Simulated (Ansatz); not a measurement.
Ideal-gas functions of C2H2BrIO, SMILES `BrC1(I)CO1` at 400 K and 1 bar, from an Ansatz frequency run at PBE0-D4/def2-TZVP.

Molar mass 248.84 g/mol, point group C1 (symmetry number 1), electronic degeneracy 1, moments of inertia 165.52, 591.375, 723.046 u Å². Harmonic wavenumbers (cm⁻¹, unscaled): 144, 249, 285, 355, 365, 643, 860, 1000, 1044, 1121, 1169, 1358, 1513, 3128, 3232.

Use S(trans) = R[1.5 ln M + 2.5 ln T − 1.1517]; rotational temperatures θ = 24.2544 K / I; S(rot) = R[ln(√π/σ · √(T³/θAθBθC)) + 1.5]; for each mode x = 1.438777 ν̃/T, S = R[x/(eˣ − 1) − ln(1 − e⁻ˣ)] and H = RT x/(eˣ − 1); 1 cm⁻¹ = 0.0119627 kJ/mol; R = 8.31446 J/(mol·K).

Question: By hand: the entropy, in J/(mol·K).

Answer: Translation 183.8. Rotation: θ = 0.1465, 0.041, 0.0335 K, giving 127.3. Vibration, mode by mode: 13.88, 9.50, 8.46, 6.82, 6.62, 2.98, 1.61, 1.07, 0.94, 0.75, 0.65, 0.37, 0.23, 0.00, 0.00, in all 53.9. Electronic 0.0. Sum 365.0 J/(mol·K).

Question: By hand: H − E and G − E in kJ/mol, counted from the electronic energy.

Answer: Zero-point energy ½ × 16466 × 0.0119627 = 98.5; thermal vibration 12.4; translation, rotation and pV give 4 RT = 13.3. H − E = 124.2 kJ/mol, and G − E = 124.2 − 400 × 365.0/1000 = -21.8 kJ/mol.

Vibration gives 15 % of the entropy, 13.9 J/(mol·K) of it from the mode under 150 cm⁻¹: soft modes count most, and the harmonic formula is weakest for them. The sum counts one conformer and one mirror image; others add a mixing term.
